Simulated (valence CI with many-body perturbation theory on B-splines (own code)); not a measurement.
## E1 transitions of Hg XLIX

Level of theory: relativistic CI+MBPT: four valence electrons over a frozen Dirac-Fock core [Ar] 3d10, a basis of 11 s, 11 p, 9 d, 7 f, 5 g, 2 h, 1 i functions for each j, with the one-electron correlation potential Σ1 (screened to all orders), the two-electron term Σ2, the three-electron term Σ3, Breit, model QED; selected single and double excitations, second order for the rest (own B-spline code, finite nucleus).

The last digits are not significant, and no measured levels were compared; by estimate large intervals hold to a few tenths of a per cent, small ones and those within an open d or f shell to about a per cent.

Lines 51 to 100 of 242 in falling wavelength, among levels below 5229.8 × 10³ cm⁻¹, chosen from the strongest by gf and those to the six lowest levels. Wavelengths and rates use the calculated energies. Electric multipoles are in the length gauge, E1 and E2 with the static RPA response of the core. Weak lines are less certain than strong ones. Lines between different terms over intervals too small for the method are left out, as are lines whose strength nearly cancels. The highest levels of a list are the least certain.

Levels are named by their leading jj configuration (3d3/2^4 stands for four electrons in 3d with j = 3/2), which in mixed levels can hold well under half, so a name can repeat and another be missing. Letters in brackets count levels of one name in rising energy.

```
λ vac (nm)                           Upper                       Lower   A (s⁻¹)  log gf  Branch %
     9.802      (4s 4p1/2 4p3/2^2) J=2 [b]          (4s^2 4p3/2^2) J=2  2.80e+10   -0.69       2.3
     9.675      (4s 4p1/2 4p3/2^2) J=1 [b]          (4s^2 4p3/2^2) J=2  2.20e+10   -1.03       1.4
     9.665  (4s 4p1/2 4p3/2 4d5/2) J=3 [c]      (4s^2 4p3/2 4d5/2) J=4  2.71e+10   -0.58       1.9
     9.661          (4s 4p1/2^2 4p3/2) J=1      (4s^2 4p1/2 4p3/2) J=1  1.27e+10   -1.27       1.9
     9.661           (4p1/2^2 4p3/2^2) J=2      (4s 4p1/2 4p3/2^2) J=3  6.59e+10   -0.34       6.1
     9.589  (4s 4p1/2 4p3/2 4d5/2) J=4 [c]      (4s^2 4p3/2 4d5/2) J=4  1.31e+10   -0.79       1.2
     9.487  (4s 4p1/2 4p3/2 4d3/2) J=2 [d]      (4s^2 4p3/2 4d3/2) J=3  3.42e+10   -0.64       1.0
     9.019           (4p1/2^2 4p3/2^2) J=2  (4s 4p1/2 4p3/2^2) J=2 [a]  1.89e+10   -0.94       1.7
     7.781          (4s 4p1/2^2 4d3/2) J=1      (4s 4p1/2^2 4p3/2) J=1  2.89e+10   -1.10      39.8
     7.726  (4s 4p1/2 4p3/2 4d3/2) J=2 [a]      (4s 4p1/2 4p3/2^2) J=3  1.94e+10   -1.06       7.7
     7.588          (4s 4p1/2^2 4d3/2) J=2      (4s 4p1/2^2 4p3/2) J=1  1.76e+09   -2.12       2.5
     7.565  (4s 4p1/2 4p3/2 4d3/2) J=2 [b]  (4s 4p1/2 4p3/2^2) J=2 [b]  1.97e+10   -1.07       2.0
     7.541  (4s 4p1/2 4p3/2 4d3/2) J=3 [a]      (4s 4p1/2 4p3/2^2) J=3  1.07e+10   -1.19      11.6
     7.345  (4s 4p1/2 4p3/2 4d3/2) J=1 [a]  (4s 4p1/2 4p3/2^2) J=2 [a]  2.03e+10   -1.31      32.1
     7.310          (4s^2 4p1/2 4d3/2) J=2      (4s^2 4p1/2 4p3/2) J=2  1.92e+10   -1.11      92.9
     7.109          (4s^2 4p1/2 4d3/2) J=2      (4s^2 4p1/2 4p3/2) J=1  1.47e+09   -2.26       7.1
     7.055          (4s 4p1/2^2 4d3/2) J=1      (4s 4p1/2^2 4p3/2) J=2  8.97e+09   -1.70      12.4
     6.896          (4s 4p1/2^2 4d3/2) J=2      (4s 4p1/2^2 4p3/2) J=2  3.54e+10   -0.90      49.6
     6.744          (4s^2 4p3/2 4d3/2) J=2          (4s^2 4p3/2^2) J=2  4.06e+09   -1.86       0.2
     6.741  (4s 4p1/2 4p3/2 4d3/2) J=3 [b]      (4s 4p1/2 4p3/2^2) J=3  1.20e+10   -1.24       0.6
     6.693  (4s 4p1/2 4p3/2 4d3/2) J=2 [c]      (4s 4p1/2 4p3/2^2) J=3  1.82e+10   -1.21       0.8
     6.675          (4s^2 4p3/2 4d3/2) J=1          (4s^2 4p3/2^2) J=2  1.27e+10   -1.60       0.6
     6.659          (4s^2 4p3/2 4d3/2) J=3          (4s^2 4p3/2^2) J=2  1.66e+08   -3.11       0.0
     6.511          (4s^2 4p1/2 4d3/2) J=1      (4s^2 4p1/2 4p3/2) J=2  1.20e+08   -3.64       0.0
     6.381  (4s 4p1/2 4p3/2 4d5/2) J=1 [a]  (4s 4p1/2 4p3/2^2) J=1 [b]  3.25e+10   -1.23       3.3
     6.351          (4s^2 4p1/2 4d3/2) J=1      (4s^2 4p1/2 4p3/2) J=1  1.38e+10   -1.60       0.5
     6.247  (4s 4p1/2 4p3/2 4d5/2) J=2 [b]  (4s 4p1/2 4p3/2^2) J=2 [b]  7.26e+10   -0.67      10.5
     6.177  (4s 4p1/2 4p3/2 4d5/2) J=2 [b]  (4s 4p1/2 4p3/2^2) J=1 [a]  2.42e+10   -1.16       3.5
     6.175          (4s^2 4p1/2 4f7/2) J=3      (4s^2 4p1/2 4d5/2) J=3  1.30e+10   -1.28       5.2
     6.167          (4s^2 4p1/2 4f7/2) J=4      (4s^2 4p1/2 4d5/2) J=3  1.40e+11   -0.14      99.0
     6.135          (4s^2 4p1/2 4f7/2) J=3      (4s^2 4p1/2 4d5/2) J=2  1.56e+11   -0.21      62.9
     6.045  (4s 4p1/2 4p3/2 4d5/2) J=1 [b]  (4s 4p1/2 4p3/2^2) J=1 [b]  5.21e+10   -1.07       6.8
     6.015          (4s 4p1/2^2 4d5/2) J=2      (4s 4p1/2^2 4p3/2) J=1  2.29e+11   -0.21      64.0
     6.011  (4s 4p1/2 4p3/2 4d5/2) J=1 [a]      (4s 4p1/2 4p3/2^2) J=0  7.37e+10   -0.92       7.6
     5.996  (4s 4p1/2 4p3/2 4d5/2) J=1 [b]  (4s 4p1/2 4p3/2^2) J=2 [b]  5.21e+10   -1.07       6.8
     5.972  (4s 4p1/2 4p3/2 4d5/2) J=3 [a]      (4s 4p1/2 4p3/2^2) J=3  1.02e+11   -0.42      18.4
     5.970          (4s^2 4p3/2 4d5/2) J=2          (4s^2 4p3/2^2) J=2  1.83e+11   -0.31      98.0
     5.917  (4s 4p1/2 4p3/2 4d3/2) J=3 [a]      (4s^2 4p1/2 4d5/2) J=2  4.97e+10   -0.74      53.8
     5.909          (4s^2 4p1/2 4d5/2) J=2      (4s^2 4p1/2 4p3/2) J=2  4.58e+10   -0.92      12.2
     5.902  (4s 4p1/2 4p3/2 4d5/2) J=2 [a]  (4s 4p1/2 4p3/2^2) J=2 [a]  1.99e+11   -0.28      41.5
     5.872          (4s^2 4p1/2 4d5/2) J=3      (4s^2 4p1/2 4p3/2) J=2  2.84e+11    0.01     100.0
     5.854  (4s 4p1/2 4p3/2 4d5/2) J=1 [c]  (4s 4p1/2 4p3/2^2) J=1 [b]  4.47e+10   -1.16       4.4
     5.824      (4s 4p1/2 4p3/2 4d5/2) J=0  (4s 4p1/2 4p3/2^2) J=1 [b]  4.48e+11   -0.64      42.1
     5.819  (4s 4p1/2 4p3/2 4d5/2) J=2 [c]  (4s 4p1/2 4p3/2^2) J=1 [b]  5.78e+10   -0.83       4.7
     5.819  (4s 4p1/2 4p3/2 4d5/2) J=3 [b]      (4s 4p1/2 4p3/2^2) J=3  1.40e+11   -0.30      16.2
     5.794          (4s 4p1/2^2 4d5/2) J=3      (4s 4p1/2^2 4p3/2) J=2  3.23e+11    0.06      89.8
     5.777          (4s^2 4p1/2 4d5/2) J=2      (4s^2 4p1/2 4p3/2) J=1  3.29e+11   -0.08      87.8
     5.774  (4s 4p1/2 4p3/2 4d5/2) J=2 [c]  (4s 4p1/2 4p3/2^2) J=2 [b]  8.76e+10   -0.66       7.1
     5.772  (4s 4p1/2 4p3/2 4d5/2) J=2 [b]      (4s 4p1/2 4p3/2^2) J=3  1.04e+11   -0.58      15.2
     5.762  (4s 4p1/2 4p3/2 4d5/2) J=4 [b]      (4s 4p1/2 4p3/2^2) J=3  2.13e+11   -0.02      55.2
```
